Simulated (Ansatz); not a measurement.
Basis sets compared for tetraphenylgermane (C24H20Ge). Total charge 0; singlet. Geometry PBE-D4/def2-SVP. Ansatz on 2 threads of AMD EPYC 7R13 on a shared host and a share (18 GiB) of an NVIDIA H100 80GB HBM3; times are rough, and most runs start from earlier orbitals.

```xyz
45

C    -1.839    4.394    0.511
C    -2.398    3.500   -0.416
C    -1.869    2.206   -0.552
C    -0.774    1.789    0.234
Ge    0.000    0.000    0.000
C     1.254    0.013   -1.510
C     2.268   -0.963   -1.610
C     3.140   -0.981   -2.711
C     3.010   -0.020   -3.726
C     2.008    0.960   -3.636
C     1.138    0.976   -2.534
C    -1.447   -1.279   -0.350
C    -2.688   -1.159    0.313
C    -3.710   -2.097    0.096
C    -3.505   -3.167   -0.789
C    -2.277   -3.295   -1.458
C    -1.256   -2.356   -1.241
C     0.967   -0.522    1.626
C     2.289   -0.082    1.848
C     2.969   -0.421    3.030
C     2.334   -1.208    4.004
C     1.019   -1.655    3.793
C     0.342   -1.315    2.611
C    -0.224    2.695    1.165
C    -0.751    3.989    1.302
H    -2.254    5.408    0.620
H    -3.255    3.812   -1.034
H    -2.325    1.509   -1.275
H     2.387   -1.716   -0.813
H     3.928   -1.748   -2.775
H     3.695   -0.031   -4.588
H     1.906    1.719   -4.427
H     0.360    1.755   -2.469
H    -2.863   -0.316    1.001
H    -4.674   -1.991    0.619
H    -4.306   -3.903   -0.961
H    -2.114   -4.131   -2.157
H    -0.299   -2.460   -1.777
H     2.802    0.526    1.085
H     4.001   -0.073    3.189
H     2.866   -1.476    4.930
H     0.520   -2.276    4.553
H    -0.686   -1.680    2.451
H     0.623    2.384    1.797
H    -0.313    4.686    2.034
```

Single mean-field runs in def2-SVP, def2-TZVP are fitted with def2-universal-jkfit.

Binding counts from free atoms (C triplet, Ge triplet, H doublet) in the same basis, without a counterpoise term.

| level | functions | energy (Eh) | HOMO (eV) | LUMO (eV) | binding per atom (eV) | wall time |
| --- | --- | --- | --- | --- | --- | --- |
| PBE-D4/def2-SVP | 468 | -3001.2493 | -6.05 | -1.49 | 5.39 | 9.5 s |
| PBE0-D4/def2-SVP | 468 | -3001.3956 | -7.08 | -0.66 | 5.28 | 6.5 s |

(1) Estimate the rows for PBE-D4/def2-TZVP, PBE0-D4/def2-TZVP (with forces).

Answers

(1) 
| level | functions | energy (Eh) | HOMO (eV) | LUMO (eV) | binding per atom (eV) | wall time |
| --- | --- | --- | --- | --- | --- | --- |
| PBE-D4/def2-TZVP | 912 | -3002.4770 | -6.11 | -1.62 | 5.31 | 8.1 s |
| PBE0-D4/def2-TZVP (with forces) | 912 | -3002.6112 | -7.09 | -0.78 | 5.20 | 19 s |
